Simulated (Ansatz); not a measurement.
A first, cheap relaxation of `C[CH2][AlH][O][SiH3]`.

```yaml
crystal:
  periodic: [false, false, false]
  atoms:
    - {symbol: C, position_ang: [0.531000, 0.410800, 1.728500]}
    - {symbol: C, position_ang: [0.060300, -0.985900, 1.449200]}
    - {symbol: Al, position_ang: [-0.218500, -1.326500, -0.519400]}
    - {symbol: O, position_ang: [-1.339600, -0.344700, -1.469600]}
    - {symbol: Si, position_ang: [-0.536600, 0.953600, -2.159600]}
    - {symbol: H, position_ang: [0.638900, 0.616100, 2.805000]}
    - {symbol: H, position_ang: [-0.283500, 1.158000, 1.381800]}
    - {symbol: H, position_ang: [1.470200, 0.704100, 1.181000]}
    - {symbol: H, position_ang: [-0.889000, -1.177300, 2.014100]}
    - {symbol: H, position_ang: [0.845400, -1.673900, 1.856500]}
    - {symbol: H, position_ang: [0.658700, -2.466100, -1.206800]}
    - {symbol: H, position_ang: [0.051100, 1.814800, -1.065000]}
    - {symbol: H, position_ang: [-1.505700, 1.809600, -2.959000]}
    - {symbol: H, position_ang: [0.504500, 0.478200, -3.008000]}
basis:
  gaussian: {orbitals: def2-SVP}
hamiltonian: {xc: pbe, dispersion: d4}
relax: {f_tol: 0.03, max_steps: 200}
```

```sh
$ ansatz run in.yaml --threads 4 --pin off --events-out ev --progress --plain --max-ram 10444MiB
```

Shortened log:

```
Functional definition: PBE
mean field -18722.75123785 eV, -688.0484172543 hartree, gradient 5.3e-5 eV, S^2 0.000000; 0 other end points of the search recorded, 0 dependent functions left out
relax step   1: F+E_penalty+E_count = -18723.04247314 eV  Δ(F+E_penalty+E_count) = +0.000e0 eV  max|allowed force component| = 2.117e0 eV/Å  Δτ_max = 0.0000 Å  (28 SCF iters, accepted)
mean field -18723.03052907 eV, -688.0586810173 hartree, gradient 5.9e-6 eV, S^2 0.000000; 0 other end points of the search recorded, 0 dependent functions left out
relax step   2: F+E_penalty+E_count = -18723.31808932 eV  Δ(F+E_penalty+E_count) = -2.756e-1 eV  max|allowed force component| = 7.531e-1 eV/Å  Δτ_max = 0.1045 Å  (31 SCF iters, accepted)
mean field -18723.12205893 eV, -688.0620446777 hartree, gradient 6.2e-6 eV, S^2 0.000000; 0 other end points of the search recorded, 0 dependent functions left out
relax step   3: F+E_penalty+E_count = -18723.40568112 eV  Δ(F+E_penalty+E_count) = -8.759e-2 eV  max|allowed force component| = 6.305e-1 eV/Å  Δτ_max = 0.1507 Å  (30 SCF iters, accepted)
mean field -18723.22561848 eV, -688.0658504209 hartree, gradient 1.1e-5 eV, S^2 0.000000; 0 other end points of the search recorded, 0 dependent functions left out
relax step   4: F+E_penalty+E_count = -18723.50612679 eV  Δ(F+E_penalty+E_count) = -1.004e-1 eV  max|allowed force component| = 2.946e-1 eV/Å  Δτ_max = 0.1999 Å  (29 SCF iters, accepted)
mean field -18723.28405917 eV, -688.0679980768 hartree, gradient 1.1e-5 eV, S^2 0.000000; 0 other end points of the search recorded, 0 dependent functions left out
relax step   5: F+E_penalty+E_count = -18723.56143882 eV  Δ(F+E_penalty+E_count) = -5.531e-2 eV  max|allowed force component| = 2.493e-1 eV/Å  Δτ_max = 0.1933 Å  (29 SCF iters, accepted)
mean field -18723.31465535 eV, -688.0691224654 hartree, gradient 9.7e-6 eV, S^2 0.000000; 0 other end points of the search recorded, 0 dependent functions left out
relax step   6: F+E_penalty+E_count = -18723.58959849 eV  Δ(F+E_penalty+E_count) = -2.816e-2 eV  max|allowed force component| = 3.062e-1 eV/Å  Δτ_max = 0.1942 Å  (29 SCF iters, accepted)
mean field -18723.35756555 eV, -688.0706993864 hartree, gradient 1.1e-5 eV, S^2 0.000000; 0 other end points of the search recorded, 0 dependent functions left out
relax step   7: F+E_penalty+E_count = -18723.63202675 eV  Δ(F+E_penalty+E_count) = -4.243e-2 eV  max|allowed force component| = 1.107e-1 eV/Å  Δτ_max = 0.2000 Å  (30 SCF iters, accepted)
mean field -18723.36894377 eV, -688.0711175284 hartree, gradient 6.4e-6 eV, S^2 0.000000; 0 other end points of the search recorded, 0 dependent functions left out
relax step   8: F+E_penalty+E_count = -18723.64172519 eV  Δ(F+E_penalty+E_count) = -9.698e-3 eV  max|allowed force component| = 4.788e-2 eV/Å  Δτ_max = 0.1344 Å  (31 SCF iters, accepted)
mean field -18723.35562576 eV, -688.0706281006 hartree, gradient 1.0e-5 eV, S^2 0.000000; 0 other end points of the search recorded, 0 dependent functions left out
relax step   9: F+E_penalty+E_count = -18723.62707727 eV  Δ(F+E_penalty+E_count) = +1.465e-2 eV  max|allowed force component| = 4.089e-1 eV/Å  Δτ_max = 0.1952 Å  (30 SCF iters, rejected (line search))
mean field -18723.37111473 eV, -688.0711973094 hartree, gradient 1.8e-5 eV, S^2 0.000000; 0 other end points of the search recorded, 0 dependent functions left out
relax step  10: F+E_penalty+E_count = -18723.64390994 eV  Δ(F+E_penalty+E_count) = -2.185e-3 eV  max|allowed force component| = 1.141e-2 eV/Å  Δτ_max = 0.0626 Å  (30 SCF iters, accepted)
mean field -18723.37154399 eV, -688.0712130844 hartree, gradient 2.1e-5 eV, S^2 0.000000; 0 other end points of the search recorded, 0 dependent functions left out
relax step  11: F+E_penalty+E_count = -18723.64438910 eV  Δ(F+E_penalty+E_count) = -4.792e-4 eV  max|allowed force component| = 4.734e-2 eV/Å  Δτ_max = 0.0775 Å  (30 SCF iters, accepted)
mean field -18723.37188900 eV, -688.0712257635 hartree, gradient 1.6e-5 eV, S^2 0.000000; 0 other end points of the search recorded, 0 dependent functions left out
relax step  12: F+E_penalty+E_count = -18723.64484373 eV  Δ(F+E_penalty+E_count) = -4.546e-4 eV  max|allowed force component| = 2.814e-2 eV/Å  Δτ_max = 0.0215 Å  (30 SCF iters, accepted)
mean field -18723.37188900 eV, -688.0712257635 hartree, gradient 1.8e-5 eV, S^2 0.000000; 1 other end points of the search recorded, 0 dependent functions left out
Total energy: -18723.64488982 eV, -688.0812583586 hartree
Atom 0 at     0.439021     0.412997     1.866338 Å, force    -0.001339     0.014964     0.013571 eV/Å
Atom 1 at     0.144960    -1.057121     1.529898 Å, force    -0.010018    -0.021332    -0.002794 eV/Å
Atom 2 at    -0.118417    -1.501727    -0.367364 Å, force    -0.012047     0.006881    -0.004688 eV/Å
Atom 3 at    -0.262048    -0.237213    -1.525287 Å, force     0.001279     0.013492    -0.013120 eV/Å
Atom 4 at    -0.395603     1.173697    -2.390683 Å, force     0.005426    -0.003243     0.028140 eV/Å
Atom 5 at     0.532242     0.584146     2.960430 Å, force     0.003083     0.004122    -0.010301 eV/Å
Atom 6 at    -0.358364     1.092531     1.498168 Å, force     0.010359    -0.020214     0.003298 eV/Å
Atom 7 at     1.385979     0.760107     1.402615 Å, force    -0.007195     0.001938     0.001776 eV/Å
Atom 8 at    -0.772295    -1.406848     2.062836 Å, force     0.017190     0.008615    -0.012535 eV/Å
Atom 9 at     0.947361    -1.726314     1.920139 Å, force    -0.006409     0.017072    -0.001217 eV/Å
Atom 10 at    -0.236719    -2.992129    -0.930204 Å, force     0.001583     0.004971    -0.002580 eV/Å
Atom 11 at     0.000538     2.364156    -1.551699 Å, force    -0.000883    -0.013796     0.000506 eV/Å
Atom 12 at    -1.818702     1.370511    -2.844602 Å, force     0.005570    -0.003410    -0.005991 eV/Å
Atom 13 at     0.499248     1.134006    -3.601886 Å, force    -0.006599    -0.010060     0.005935 eV/Å
Dipole moment:     0.032512    -0.010681     0.222341 e Å
```

Hardware: 4 threads of an AMD EPYC 7B13 on a shared host. Wall time 16 s, peak host memory 0.19 GiB.
